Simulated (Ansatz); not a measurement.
Gas-phase electronic energies from Ansatz, PBE0-D4/def2-TZVP geometries. CBS: MP2 limit from def2 TZ/QZ plus the TZ coupled-cluster correction, frozen cores. This one scheme is used for every species. DFT in def2-TZVPP. B3LYP here is the variant with VWN-RPA as its local correlation; programs differ in this. def2 core potentials past Kr. For I outer-core shells are correlated without core-valence functions, which leaves a few kJ/mol of doubt a bond. Each species was taken in one conformer, which may not be the lowest.

`[SiH3]C[SiH2]I` + CH₄ → `CC[SiH2]I` + SiH₄  (formal exchange of groups at a C–Si bond)

| level | ΔE (kJ/mol) |
| --- | --- |
| B3LYP-D4 | 59.6 |
| PBE | 58.1 |
| r2SCAN | 63.0 |
| PBE0 | 58.6 |

Question: What does CCSD(T)/CBS give? (Estimate.)

Answer: Ansatz gave: +60.9 kJ/mol. The listed levels differ from it by -1.3, -2.8, 2.1, -2.3 kJ/mol.

Largest T1 diagnostic among the species: 0.011.

In def2-TZVPP, CCSD(T) changes the Hartree–Fock value by +6.4 kJ/mol (the triples alone add +1.2 kJ/mol) and MP2 by +10.3 kJ/mol. The D4 term adds +3.5 kJ/mol with B3LYP and +2.0 kJ/mol with PBE0; it sums over pairs of atoms, weighted by their polarisabilities, and B3LYP, whose exchange is more repulsive, gets the larger term.
